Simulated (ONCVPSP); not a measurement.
**nickel (Ni), ONCV: configuration errors across variants**

nickel, optimised norm-conserving Vanderbilt (ONCV), made with ONCVPSP 4.0.1 (PBEsol, scalar-relativistic). Core [Ne], reference 3s2 3p6 3d8 4s2. Waves: 3s+4s: rc 1.10 bohr, ncon 5, nbas 8, qcut 12.7 1/bohr, 3 projectors, debl 1.9 Ha; 3p: rc 1.20 bohr, ncon 4, nbas 8, qcut 13 1/bohr, 3 projectors, debl 1 Ha; 3d: rc 1.30 bohr, ncon 3, nbas 7, qcut 11.1 1/bohr, 3 projectors, debl 3.9 Ha. Local part: polynomial inside 0.70 bohr (lpopt 5, dvloc0 -1 Ha). Core correction: Teter function, fcfact 1.75, rcfact 1.5.

In the p channel the program set the typed energies aside and used -2.619, 0.250, 1.250 Ha.

All-electron excitation energies from the reference (eV): (1) 3s2 3p6 3d8 4s1 9.337; (2) 3s2 3p6 3d8 4s0 26.599; (3) 3s2 3p6 3d7 4s0 64.036; (4) 3s2 3p6 3d9 4s1 -1.610.

1 further variants failed, have other tests or too few solved ones, and are left out.

Errors AE − PS in meV (a dash: test not solved or not reliable):

```csv
change,(1),(2),(3),(4),bound ghosts,GHOST(+) flags above zero
base,+0.8,+6.2,+8.1,+16,none,"s, d"
"local potential polynomial inside 1.05 bohr (lpopt 3, dvloc0 6 Ha)",+0.7,+6.2,+7.9,+16,none,s
"core correction Teter function, fcfact 1.75, rcfact 1.34",+0.7,+6.2,+8.1,+16,none,"s, d"
p: nbas 9,+0.8,+6.2,+8.1,+16,none,"s, d"
p: qcut 9.5,+0.7,+6.1,+7.8,+16,none,"s, d"
p: nproj 2,+0.8,+6.2,+8.1,+16,none,"s, d"
"core correction Teter function, fcfact 2.4, rcfact 1.5",+0.8,+6.2,+8.1,+16,none,"s, d"
s: qcut 14.8; p: qcut 15.1; d: qcut 12.9,+0.4,+4.2,+4.0,+9.1,none,s
d: rc 1,-0.1,+1.6,-17,+13,none,"s, d"
```

(1) Give the same row for: core correction Teter function, fcfact 2.5, rcfact 1.3.

## Answers

(1) +0.7, +6.2, +8.1, +16; bound ghosts: none; GHOST(+) flags above zero: s, d.
